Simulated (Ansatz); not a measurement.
Ga7P7H20, a nanocrystal cut from zinc blende GaP (hydrogen-capped). Charge 0, multiplicity 1. Geometry PBE-D4/def2-SVP.

```xyz
34

Ga    0.394    3.711    0.437
Ga   -0.054   -3.252    2.018
Ga    2.154    0.197    0.876
Ga   -1.817    0.560    1.357
Ga   -2.150    2.062   -2.288
Ga   -0.352   -1.429   -1.811
Ga    1.880    1.688   -2.778
P    -1.689   -1.592    2.538
P     0.328    1.521    1.569
P     0.049    2.895   -1.796
P     1.928   -1.924    2.099
P    -0.352   -3.403   -0.346
P     1.691   -0.331   -1.376
P    -2.003    0.009   -0.930
H     1.877    4.223    0.635
H    -0.884    4.478    0.966
H    -0.076   -4.587    2.847
H     3.600    0.718    1.218
H    -3.024    1.323    2.021
H    -3.262    2.936   -1.580
H    -2.245    1.551   -3.782
H    -0.580   -1.993   -3.262
H     3.268    2.331   -2.377
H     1.522    1.200   -4.239
H    -1.613   -1.393    3.954
H    -2.954   -2.263    2.508
H     0.517    1.728    2.974
H     0.070    4.113   -2.553
H     2.229   -1.747    3.488
H     3.008   -2.809    1.782
H     0.598   -4.372   -0.802
H    -1.534   -4.187   -0.546
H     2.713   -1.256   -1.769
H    -3.238   -0.707   -1.051
```

B3LYP takes the VWN-RPA correlation. Single mean-field runs in def2-SVP, def2-TZVP are fitted with def2-universal-jkfit.

Q: Estimate the orbital energies around the gap (eV) in Ansatz with HF/STO-3G, PBE-D4/def2-SVP, PBE-D4/def2-TZVP, r2SCAN-D4/def2-TZVP, B3LYP-D4/def2-TZVP.

A: 
```
orbital  HF/STO-3G  PBE-D4/def2-SVP  PBE-D4/def2-TZVP  r2SCAN-D4/def2-TZVP  B3LYP-D4/def2-TZVP
 HOMO−9      -5.97            -7.05             -7.11                -7.41               -8.06
 HOMO−8      -5.25            -7.05             -7.11                -7.41               -8.06
 HOMO−7      -5.25            -6.60             -6.67                -6.94               -7.58
 HOMO−6      -5.25            -6.60             -6.67                -6.94               -7.58
 HOMO−5      -5.24            -6.39             -6.43                -6.68               -7.22
 HOMO−4      -5.18            -6.39             -6.43                -6.68               -7.22
 HOMO−3      -5.18            -6.32             -6.36                -6.61               -7.22
 HOMO−2      -4.90            -6.18             -6.27                -6.55               -7.18
 HOMO−1      -4.81            -5.76             -5.84                -6.08               -6.68
   HOMO      -4.81            -5.76             -5.84                -6.08               -6.67
   LUMO       6.66            -2.00             -2.24                -2.11               -1.64
 LUMO+1       6.67            -2.00             -2.24                -2.11               -1.64
 LUMO+2       7.10            -1.63             -1.86                -1.68               -1.29
 LUMO+3       7.95            -1.56             -1.75                -1.58               -1.18
 LUMO+4       7.96            -1.56             -1.74                -1.53               -1.17
 LUMO+5       8.12            -1.43             -1.73                -1.53               -1.12
```
